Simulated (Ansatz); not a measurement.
Species: C₂H₇Si, charge 0, multiplicity 2. It need not be the lowest isomer of its formula. 
Structure (B3LYP-D3(BJ)/def2-TZVP (Ansatz, an electronic-structure program) minimum search):
```
C
H 1 1.0940
H 1 1.0940 2 107.69
C 1 1.4754 2 112.03 3 123.64
H 4 1.0808 1 120.72 2 -155.69
H 4 1.0808 5 117.79 1 170.08
Si 1 1.9041 2 107.11 3 -114.92
H 7 1.4816 1 109.67 2 -62.55
H 7 1.4816 8 108.94 1 120.04
H 7 1.4863 8 108.84 9 118.55
```
Charge 0, spin multiplicity 2.

Total electronic energies in hartree. Correlated levels leave the core frozen unless marked. UHF or UKS for open shells. Spin-orbit coupling is left out. Non-relativistic. Basis-set limits of correlation are two-point, X^-3; Hartree-Fock from the larger set.

```tsv
level	program	energy (Eh)
HF/6-31G*	Ansatz	-368.67328
HF/cc-pV(D+d)Z	Ansatz	-368.70327
HF/cc-pV(T+d)Z	Ansatz	-368.73933
HF/aug-cc-pV(Q+d)Z	Ansatz	-368.74838
SVWN5/def2-TZVPD	Ansatz	(withheld)
PBE-D4/def2-TZVPD	Ansatz + dftd4	-369.61791
revPBE-D4/def2-TZVPD	Ansatz + dftd4	-369.82035
PBE0-D4/def2-TZVPD	Ansatz + dftd4	-369.66597
BHLYP-D3(BJ)/def2-TZVPD	Ansatz + dftd3	(withheld)
r2SCANh-D4/def2-TZVPD	Ansatz + dftd4	-369.80702
CAM-B3LYP/def2-TZVPD	Ansatz	(withheld)
LC-wPBE/def2-TZVPD	Ansatz	-369.74891
B2GP-PLYP-D3(BJ)/def2-TZVPD	Ansatz + dftd3	-369.62292
B2PLYP-D4/def2-TZVPD	Ansatz + dftd4	-369.68158
MP2/CBS(cc-pV(T+d)Z,cc-pV(Q+d)Z)	Ansatz	-369.2542
RI-MP2/aug-cc-pV(T+d)Z	Ansatz	-369.20225
SCS-MP2/aug-cc-pV(D+d)Z	Ansatz	-369.10111
SCS-MP2/cc-pVTZ	Ansatz	-369.20456
CCSD/6-31G	Ansatz	-368.85958
CCSD/CBS(aug-cc-pV(T+d)Z,aug-cc-pV(Q+d)Z)	Ansatz	-369.2935
CCSD(T)/STO-3G	Ansatz	-364.62099
CCSD(T)/cc-pV(D+d)Z	Ansatz	-369.13852
CCSD(T)/CBS(aug-cc-pV(T+d)Z,aug-cc-pV(Q+d)Z)	Ansatz	-369.3144
```

Q: Some entries are withheld; supply them.

A: 
- SVWN5/def2-TZVPD, energy (Eh): -367.93722
- BHLYP-D3(BJ)/def2-TZVPD, energy (Eh): -369.84632
- CAM-B3LYP/def2-TZVPD, energy (Eh): -369.84293
